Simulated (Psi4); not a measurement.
Conformational energy of SMILES c1ccsc1/C=C\F (C₆H₅FS). Scanned: dihedral C2–C3–C4–S8; all other coordinates were relaxed at GFN2-xTB. Points at φ and −φ are mirror images. Heavy atoms are numbered in the order of the SMILES F/C=C\c1cccs1, hydrogens after them in the order of the atoms that carry them; the mirror image has the same energies with the sign of each dihedral reversed.

Levels: PBE/def2-SVP // GFN2-xTB (Psi4); PBE-D3(BJ)/def2-SVP // GFN2-xTB (Psi4); PBE0/def2-SVP // GFN2-xTB (Psi4); MP2/cc-pVTZ = DF-MP2 (frozen core)/cc-pVTZ // GFN2-xTB (Psi4).

Energies relative to the lowest point of each profile, in kJ/mol; the last columns give the difference from MP2:

```
φ / °  PBE/def2-SVP  PBE-D3(BJ)/def2-SVP  PBE0/def2-SVP  MP2/cc-pVTZ  PBE/def2-SVP − MP2/cc-pVTZ  PBE-D3(BJ)/def2-SVP − MP2/cc-pVTZ  PBE0/def2-SVP − MP2/cc-pVTZ
-----  ------------  -------------------  -------------  -----------  --------------------------  ---------------------------------  ---------------------------
-150            7.1                  7.3            6.4          6.4                         0.7                                1.0                          0.0
-120           20.1                 20.3           17.7         14.9                         5.1                                5.3                          2.7
-90            27.8                 28.2           24.1         19.4                         8.5                                8.8                          4.8
-60            20.6                 20.9           18.3         15.0                         5.6                                5.9                          3.3
-30             6.9                  7.0            6.3          5.2                         1.7                                1.8                          1.1
0               0.0                  0.0            0.0          0.0                         0.0                                0.0                          0.0
30              6.9                  7.0            6.3          5.2                         1.7                                1.8                          1.1
60             20.6                 20.9           18.3         15.0                         5.6                                5.9                          3.3
90             27.8                 28.2           24.1         19.4                         8.5                                8.8                          4.8
120            20.1                 20.3           17.7         14.9                         5.1                                5.3                          2.7
150             7.1                  7.3            6.4          6.4                         0.7                                1.0                          0.0
180             1.5                  1.8            1.6          2.9                        -1.4                               -1.2                         -1.3
```

PBE/def2-SVP is furthest from MP2/cc-pVTZ at -90 (8.5 kJ/mol, above); its mean absolute difference over the points is 3.7 kJ/mol.

PBE-D3(BJ)/def2-SVP is furthest from MP2/cc-pVTZ at -90 (8.8 kJ/mol, above); its mean absolute difference over the points is 3.9 kJ/mol.

PBE0/def2-SVP is furthest from MP2/cc-pVTZ at -90 (4.8 kJ/mol, above); its mean absolute difference over the points is 2.1 kJ/mol.
